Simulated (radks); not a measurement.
Values are calculated unless marked as measured or tabulated.
Re3+, configuration [Kr] 4d10 4f14 5s2 5p5.5 5d4 5f0.5 (fractional occupations, a model configuration).

Code: a radial shooting solver on a logarithmic mesh with Libxc functionals. Model: Dirac Kohn-Sham, OLYP, spin-unpolarised, spherical densities, point nucleus; open shells are shared between the two j in proportion to 2j + 1.

Energy parts (hartree):
part                       energy
total                 -16720.5715
kinetic                18913.0284
electron-nucleus      -41742.6421
Hartree                 6447.0555
exchange-correlation    -338.0133

Orbitals (lengths in bohr, moments of r in powers of bohr; r(90%) holds 90 % of the orbital's charge):
orbital      occ.  eigenvalue (hartree)  r(90%)
1s1/2           2             -2630.997  0.0329
2s1/2           2             -457.1595   0.118
2p1/2           2             -437.4676   0.104
2p3/2           4             -384.5649   0.114
3s1/2           2             -106.8657   0.290
3p1/2           2             -98.08948   0.281
3p3/2           4             -86.59487   0.302
3d3/2           4             -71.89479   0.275
3d5/2           6             -69.39641   0.281
4s1/2           2             -23.33193   0.633
4p1/2           2             -19.67190   0.647
4p3/2           4             -16.98654   0.695
4d3/2           4             -10.98512   0.739
4d5/2           6             -10.48812   0.755
5s1/2           2              -4.40074    1.47
5p1/2     1.83333              -3.28075    1.62
4f5/2           6              -2.91832   0.939
5p3/2     3.66667              -2.86102    1.76
4f7/2           8              -2.82505   0.954
5d3/2         1.6              -1.36363    2.40
5d5/2         2.4              -1.31882    2.47
5f5/2    0.214286              -0.41018    6.28
5f7/2    0.285714              -0.40936    6.30

The highest occupied level is 5f7/2 at -11.139 eV. Summed over all electrons, <r^2> = 44.44 bohr^2, which gives a Langevin (diamagnetic) susceptibility term of -35.2 x 10^-6 cm^3/mol.

Run on one thread of a shared host, so times are rough (Arm Neoverse N1): 0.27 s of CPU time, 0.27 s wall, 16 iterations on 2501 mesh points.
